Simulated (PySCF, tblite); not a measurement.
C8H14NP.
Structure used (GFN2-xTB), in Å, numbered top down from 1:
```xyz
24
C8H14NP angstrom
C      3.540    0.536    0.382
C      2.810   -0.760    0.029
N      1.489   -0.497   -0.485
C      1.230   -0.233   -1.784
P     -0.412    0.135   -2.114
C     -0.750   -0.071   -0.386
C     -2.108    0.078    0.232
C     -3.060   -0.972   -0.342
C     -2.652    1.483   -0.021
C      0.385   -0.399    0.296
H      3.646    1.162   -0.501
H      2.984    1.090    1.134
H      4.529    0.312    0.773
H      3.377   -1.311   -0.728
H      2.718   -1.388    0.919
H      2.034   -0.280   -2.498
H     -2.015   -0.080    1.314
H     -2.674   -1.974   -0.163
H     -3.157   -0.829   -1.417
H     -4.044   -0.891    0.114
H     -2.716    1.663   -1.093
H     -3.643    1.598    0.414
H     -1.992    2.232    0.414
H      0.470   -0.586    1.353
```

The calculation used PBE0/pcSseg-1 in PySCF (dipole) on a GFN2-xTB geometry, gas phase.

Take the most abundant isotopes and a rigid rotor. The values belong to one conformer with, in the numbering `[CH3:1][CH2:2][n:3]1[cH:4][p:5][c:6]([CH:7]([CH3:8])[CH3:9])[cH:10]1`, C1–C2–N3–C4 86°, P5–C6–C7–C8 62°.

**Question.** What are A, B and C (MHz)?

**Answer.** Ia = 223.82, Ib = 765.17, Ic = 839.36 u·Å²; 505379 MHz·u·Å²/I gives A = 2258, B = 660.5, C = 602.1 MHz.

**Question.** What kind of rotor is it?

**Answer.** A near-prolate asymmetric top; Ray's κ = -0.929.

**Question.** What does the inertial defect say?

**Answer.** Not planar: Δ = Ic − Ia − Ib = -149.62 u·Å². For a rigid frame Δ = −2 Σ m c², so Σ m c² = 74.81 u·Å² lies off the ab plane: 22.38 from hydrogen and 52.43 from heavier atoms. The atom farthest from that plane is 2.11 Å away.

**Question.** Give the other two planar moments, Paa and Pbb, and the rms extents of the mass along the axes.

**Answer.** Paa = Σ m a² = (Ib + Ic − Ia)/2 = 690.35 and Pbb = Σ m b² = (Ia + Ic − Ib)/2 = 149.01 u·Å². With the mass M = 155.09 u, the rms extents √(P/M) along a, b and c are 2.11, 0.98, 0.69 Å.

**Question.** Where do the levels up to J = 3 lie, in MHz?

**Answer.** Above 0(0,0):
J = 1: 1(0,1) 1263, 1(1,1) 2860, 1(1,0) 2918
J = 2: 2(0,2) 3786, 2(1,2) 5327, 2(1,1) 5502, 2(2,1) 10294, 2(2,0) 10296
J = 3: 3(0,3) 7568, 3(1,3) 9026, 3(1,2) 9376, 3(2,2) 14082, 3(2,1) 14090, 3(3,1) 22217, 3(3,0) 22217
The levels of one J sum to (2J + 1)J(J + 1)(A + B + C)/3.

**Question.** Which lines would a microwave search look for?

**Answer.** The dipole components are |μa| = 3.04 D, |μb| = 2.21 D, |μc| = 0.63 D. Intensities carry the squares of the components, which stand as 1.00 : 0.53 : 0.04 (a : b : c). Some lines, for components of 0.1 D or more:

```csv
type,branch,"J(Ka,Kc)",MHz,lower level (cm⁻¹)
b,R,"2(0,2) ← 1(1,1)",926,0.095
a,R,"1(0,1) ← 0(0,0)",1263,0.000
c,Q,"3(1,3) ← 3(0,3)",1458,0.252
b,R,"1(1,1) ← 0(0,0)",2860,0.000
a,R,"3(2,2) ← 2(2,1)",3788,0.343
b,R,"2(1,2) ← 1(0,1)",4064,0.042
b,Q,"2(2,1) ← 2(1,2)",4968,0.178
a,R,"4(0,4) ← 3(0,3)",5035,0.252
a,R,"4(2,2) ← 3(2,1)",5065,0.470
b,Q,"4(2,3) ← 4(1,4)",5175,0.466
b,R,"4(1,4) ← 3(0,3)",6389,0.252
c,R,"2(2,0) ← 1(1,0)",7378,0.097
c,R,"2(2,1) ← 1(1,1)",7434,0.095
b,Q,"4(3,1) ← 4(2,2)",8115,0.639
b,R,"4(3,2) ← 3(2,1)",13180,0.470
b,R,"4(4,0) ← 3(3,1)",16437,0.741
```

**Question.** Estimate the classical rotational partition function at 10 K, 100 K and 200 K.

**Answer.** Point group C1, symmetry number σ = 1; q = (√π/σ)·√((kT/h)³/(ABC)), k/h = 20836.6 MHz/K: 5630 at 10 K, 178000 at 100 K, 503000 at 200 K.

Its GFN2-xTB frequencies are all real (lowest 24 cm⁻¹). No vibrational averaging or centrifugal distortion is included, and the geometry carries the error of its method. A rigid rotor knows nothing of internal rotation, which can split or shift real lines. Quadrupole hyperfine structure (14N) is left out.

Cost: about 2.8 min of CPU time on one thread; the machine was shared, so the figure is rough. This is the PBE0/pcSseg-1 job that gave the dipole, with the shieldings it also computed.
